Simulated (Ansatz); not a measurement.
One change: `CO[B](C)[AlH2]` becomes `CO[B]([AlH2])[SiH3]`.

Ansatz, PBE0-D4/def2-TZVP geometries, multiplicity 1. Each molecule was computed in one conformer, which needn't be the lowest.

| property | `CO[B](C)[AlH2]` |
| --- | --- |
| size of the dipole moment (ωB97M-V/def2-TZVPP) / D | 1.33 |
| HOMO–LUMO gap (B3LYP/def2-TZVPP) / eV | 4.78 |
| HOMO energy (B3LYP/def2-TZVPP) / eV | -6.55 |
| size of the dipole moment (PBE/def2-TZVPP) / D | 1.40 |
| HOMO energy (PBE/def2-TZVPP) / eV | -5.57 |
| HOMO–LUMO gap (ωB97M-V/def2-TZVPP) / eV | 8.88 |

**Question.** Give the same properties after the change, and the shifts. (Best estimate.)

**Answer.** The calculation gave: 
```tsv
property	`CO[B]([AlH2])[SiH3]`	shift
size of the dipole moment (ωB97M-V/def2-TZVPP) / D	2.60	1.27
HOMO–LUMO gap (B3LYP/def2-TZVPP) / eV	4.35	-0.43
HOMO energy (B3LYP/def2-TZVPP) / eV	-6.33	0.22
size of the dipole moment (PBE/def2-TZVPP) / D	2.55	1.15
HOMO energy (PBE/def2-TZVPP) / eV	-5.44	0.13
HOMO–LUMO gap (ωB97M-V/def2-TZVPP) / eV	8.36	-0.52
```

With PBE0 the HOMO rises by 0.22 eV and the LUMO falls by 0.23 eV, so the gap narrows by about 0.45 eV. PBE moves the HOMO by 0.13 eV and ωB97M-V by 0.31 eV. Dipoles are sizes alone; their direction can turn.

B3LYP here is the variant with VWN-RPA as its local correlation; programs differ in this.
